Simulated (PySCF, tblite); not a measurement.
Compound: C6H7FP2.
Geometry (GFN2-xTB, Å), atoms numbered from 1 in this order:
```
atom  x, y, z in Å
C1    -2.2701    0.1527   -0.3170
C2    -1.4152    0.3121    0.9407
C3     0.0450    0.2109    0.5862
C4     0.6301   -1.0430    0.5578
C5     1.9271   -1.3675    0.2146
P6     3.2145   -0.3278   -0.2986
C7     2.4049    1.2091   -0.2511
F8     3.2067    2.2495   -0.6237
P9     0.8037    1.7288    0.1746
H10   -2.0300    0.9372   -1.0328
H11   -2.0800   -0.8098   -0.7874
H12   -3.3269    0.2179   -0.0704
H13   -1.6824   -0.4616    1.6638
H14   -1.6228    1.2864    1.3894
H15   -0.0104   -1.8710    0.8460
H16    2.1983   -2.4151    0.2640
```

Computed, not measured: B3LYP/def2-SVPD in PySCF (dipole) on a GFN2-xTB geometry, gas phase.

Masses are those of the commonest isotopes; rigid-rotor values at the optimised geometry. The values belong to one conformer with, in the numbering `[CH3:1][CH2:2][c:3]1[cH:4][cH:5][p:6][c:7]([F:8])[p:9]1`, C1–C2–C3–C4 -87°.

(1) Give the principal moments of inertia and the rotational constants in cm⁻¹.

(2) Classify the top.

(3) What does the inertial defect say?

(4) Give the other two planar moments, Paa and Pbb, and the rms extents of the mass along the axes.

(5) List the rotational levels J(Ka,Kc) to J = 5 (cm⁻¹).

(6) Predict some low-J microwave lines.

(7) Estimate the classical rotational partition function at 25 K, 100 K and 200 K.

## Answers

(1) Ia = 246.03, Ib = 578.59, Ic = 776.11 u·Å²; 505379 MHz·u·Å²/I gives 2054, 873.5 and 651.2 MHz, that is A = 0.06852, B = 0.02914, C = 0.02172 cm⁻¹.

(2) An asymmetric top: κ = (2 × 873.5 − 2054 − 651.2)/(2054 − 651.2) = -0.68.

(3) Not planar: Δ = Ic − Ia − Ib = -48.51 u·Å². For a rigid frame Δ = −2 Σ m c², so Σ m c² = 24.26 u·Å² lies off the ab plane: 7.16 from hydrogen and 17.09 from heavier atoms. The atom farthest from that plane is 1.46 Å away.

(4) Paa = Σ m a² = (Ib + Ic − Ia)/2 = 554.34 and Pbb = Σ m b² = (Ia + Ic − Ib)/2 = 221.78 u·Å². With the mass M = 160.00 u, the rms extents √(P/M) along a, b and c are 1.86, 1.18, 0.39 Å.

(5) Above 0(0,0):
J = 1: 1(0,1) 0.0509, 1(1,1) 0.0902, 1(1,0) 0.0977
J = 2: 2(0,2) 0.1516, 2(1,2) 0.1845, 2(1,1) 0.2068, 2(2,1) 0.3249, 2(2,0) 0.3259
J = 3: 3(0,3) 0.3005, 3(1,3) 0.3254, 3(1,2) 0.3698, 3(2,2) 0.4775, 3(2,1) 0.4822, 3(3,1) 0.6935, 3(3,0) 0.6936
J = 4: 4(0,4) 0.4952, 4(1,4) 0.5123, 4(1,3) 0.5859, 4(2,3) 0.6802, 4(2,2) 0.6935, 4(3,2) 0.8986, 4(3,1) 0.8992, 4(4,1) 1.1987, 4(4,0) 1.1988
J = 5: 5(0,5) 0.7339, 5(1,5) 0.7446, 5(1,4) 0.8538, 5(2,4) 0.9324, 5(2,3) 0.9613, 5(3,3) 1.1555, 5(3,2) 1.1576, 5(4,2) 1.4551, 5(4,1) 1.4552, 5(5,1) 1.8410, 5(5,0) 1.8410

(6) The dipole components are |μa| = 2.86 D, |μb| = 1.95 D, |μc| = 0.21 D. The squared components, which scale the intensities, stand as 1.00 : 0.46 : 0.01 (a : b : c). Some lines, for components of 0.1 D or more:

```
type  branch         J(Ka,Kc)    MHz  lower level (cm⁻¹)
   a       Q  4(2,2) ← 4(2,3)    400               0.680
   a       Q  3(1,2) ← 3(1,3)   1331               0.325
   a       R  1(0,1) ← 0(0,0)   1525               0.000
   b       Q  4(1,3) ← 4(0,4)   2720               0.495
   c       Q  3(2,2) ← 3(1,2)   3228               0.370
   b       Q  2(2,0) ← 2(1,1)   3571               0.207
   b       R  2(1,2) ← 1(0,1)   4008               0.051
   a       R  3(1,3) ← 2(1,2)   4224               0.185
   b       R  3(1,3) ← 2(0,2)   5211               0.152
   a       R  4(3,2) ← 3(3,1)   6149               0.694
   a       R  4(3,1) ← 3(3,0)   6163               0.694
   a       R  4(2,2) ← 3(2,1)   6337               0.482
   b       R  2(2,1) ← 1(1,0)   6814               0.098
   c       R  2(2,1) ← 1(1,1)   7036               0.090
   b       R  3(2,1) ← 2(1,2)   8922               0.185
   c       Q  4(4,1) ← 4(3,1)   8981               0.899
   c       R  4(2,3) ← 3(1,3)  10635               0.325
   c       R  3(3,0) ← 2(2,0)  11024               0.326
   c       R  3(3,1) ← 2(2,1)  11050               0.325
   b       R  4(4,0) ← 3(3,1)  15147               0.694
```

(7) Point group C1, symmetry number σ = 1; q = (√π/σ)·√((kT/h)³/(ABC)), k/h = 20836.6 MHz/K: 19500 at 25 K, 156000 at 100 K, 441000 at 200 K.

Its GFN2-xTB frequencies are all real (lowest 43 cm⁻¹). Constants of a rigid frame at the computed geometry: no zero-point averaging, no centrifugal distortion. A rigid rotor knows nothing of internal rotation, which can split or shift real lines.

On an Arm Neoverse V2 with one thread, no GPU, shared host with 32 logical CPUs at a one-minute load of 20, this took 56 s of wall time and 1.1 GiB of memory at its peak. This is the B3LYP/def2-SVPD job that gave the dipole, with the excitations it also computed.
